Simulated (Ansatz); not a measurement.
Which is lower?

The two ends of one reaction step of Si2H8SO, closed shell (PBE0-D4/def2-TZVP).

A:

Si1  (-0.800, -0.547, -0.059)
O2  (2.899, -1.121, 1.028)
H3  (-1.810, -1.587, -0.382)
H4  (-0.265, -0.811, 1.303)
Si5  (-1.693, 1.606, -0.228)
H6  (2.353, -1.401, 0.283)
S7  (0.725, -0.829, -1.554)
H8  (2.828, -1.829, 1.672)
H9  (-2.344, 1.772, -1.554)
H10  (-2.691, 1.849, 0.848)
H11  (-0.590, 2.596, -0.100)
H12  (1.387, 0.303, -1.258)
(Å)

B:

```xyz
12
angstrom
Si -0.4774 -0.8466 0.9565
O 1.1814 -0.8319 1.0993
H -0.9248 -1.9937 0.1166
H -1.0823 -1.0377 2.3078
Si -1.1398 1.2062 0.0296
H 1.8105 -0.5243 -1.0615
S 1.3049 -0.3767 -2.2992
H 1.5682 -1.5090 1.6571
H -1.8523 1.0120 -1.2588
H -2.0641 1.8948 0.9747
H 0.0421 2.0840 -0.1784
H 1.6334 0.9230 -2.3438
```

Ansatz 0.2.0; basis: def2-TZVPP; cores frozen in the correlated methods. B3LYP uses VWN-RPA correlation.

**Question.** Which structure is lower at CCSD(T), and by how much? (An estimate is asked for; the value comes from the calculation.)

**Answer.** The calculation gives: B, by 0.218 eV (electronic energy, against the other). By their contacts, A is a complex of Si₂H₆S ([SiH3][SiH2][SH]) + H₂O and B is a complex of Si₂H₆O ([OH][SiH2][SiH3]) + H₂S.

All methods give the same order:

| method | E(B) − E(A) (eV) |
| --- | --- |
| SPW92 | -0.168 |
| PBE-D4 | -0.091 |
| BLYP-D4 | -0.223 |
| r2SCAN-D4 | -0.176 |
| B97M-V | -0.230 |
| PBE0-D4 | -0.114 |
| B3LYP-D4 | -0.238 |
| r2SCAN0-D4 | -0.179 |
| BHLYP-D4 | -0.282 |
| CAM-B3LYP-D4 | -0.295 |
| wB97X-V | -0.231 |
| wB97M-V | -0.228 |
| B2PLYP | -0.220 |
| PBE-QIDH | -0.149 |
| RPA on PBE | -0.248 |
| HF | -0.316 |
| MP2 | -0.193 |
| CCSD | -0.241 |
| CCSD(T) | -0.218 |

No T1 diagnostic of these runs exceeds 0.012.

Labels in which every atom is bracketed show which atoms are joined, not bond orders.

For scale, one of the runs: CCSD(T)/def2-TZVPP, 269 basis functions, launched by `ansatz run in.yaml --threads 4 --pin off --events-out ev --progress --plain --max-ram 9574MiB`. Time: 2.7 min of wall clock on 4 CPU threads of an Arm Neoverse V1; the host was shared. Peak host memory: 6.3 GiB.
